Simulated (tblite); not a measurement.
A structure optimised at GFN2-xTB (Å):
```
atom  x, y, z in Å
C1     3.6495   -0.5117   -1.0102
C2     2.7327    0.2418   -0.8160
Si3    1.2944    1.3619   -0.4955
C4    -0.0264    0.3305    0.4141
C5    -0.4609   -0.8806   -0.4238
Si6   -1.9256   -1.7916    0.3842
S7    -3.0474   -0.1856    1.2739
Si8   -1.5527    1.3329    0.9526
H9     4.4571   -1.1643   -1.1826
H10    1.7278    2.4810    0.3458
H11    0.7695    1.8266   -1.7845
H12    0.4351   -0.0498    1.3338
H13    0.3844   -1.5555   -0.5712
H14   -0.7613   -0.5461   -1.4206
H15   -2.7886   -2.4563   -0.5815
H16   -1.4961   -2.6840    1.4565
H17   -2.0465    2.2193   -0.0978
H18   -1.3537    2.0378    2.2111
```

Neutral, closed shell.

(1) Read off the bonds between heavy atoms and their formal orders.

(2) Give the structure as a SMILES string.

(3) Name the point group.

(4) Which rings does it hold (smallest set)?

(5) Classify the heavy atoms.

(6) What is the arrangement about Si6?

(7) What is the arrangement about S7?

## Answers

(1) C1–C2 1.20 Å (triple); C2–Si3 1.85 Å (single); Si3–C4 1.91 Å (single); C4–C5 1.54 Å (single); C5–Si6 1.90 Å (single); Si6–S7 2.15 Å (single); S7–Si8 2.15 Å (single); C4–Si8 1.90 Å (single). Bonds to hydrogen (Å): C1–H9 1.05; Si3–H10 1.47; Si3–H11 1.47; C4–H12 1.10; C5–H13 1.09; C5–H14 1.09; Si6–H15 1.46; Si6–H16 1.46; Si8–H17 1.46; Si8–H18 1.46.

(2) `C#C[SiH2][C@@H]1C[SiH2]S[SiH2]1`, C4H10SSi3. Among its features: alkyne, Si–H bond and C–Si bond.

(3) C1 (no symmetry element, even within 0.4 Å).

(4) C4–C5–Si6–S7–Si8 (5 members, 0.19 Å rms from planarity).

(5) C1: terminal alkyne carbon; C2: alkyne carbon; Si3: SiH2 silicon; C4: sp3 carbon bound to silicon; C5: sp3 carbon bound to silicon; Si6: SiH2 silicon; S7: sulfur bonded to 2 Si; Si8: SiH2 silicon.

(6) It has 4 neighbours (C5, S7, H15, H16) and is distorted tetrahedral (angles from 102.7° to 113.1°).

(7) It has 2 neighbours (Si6, Si8) and is bent (angle 95.9°).

All values are computed, not measured.
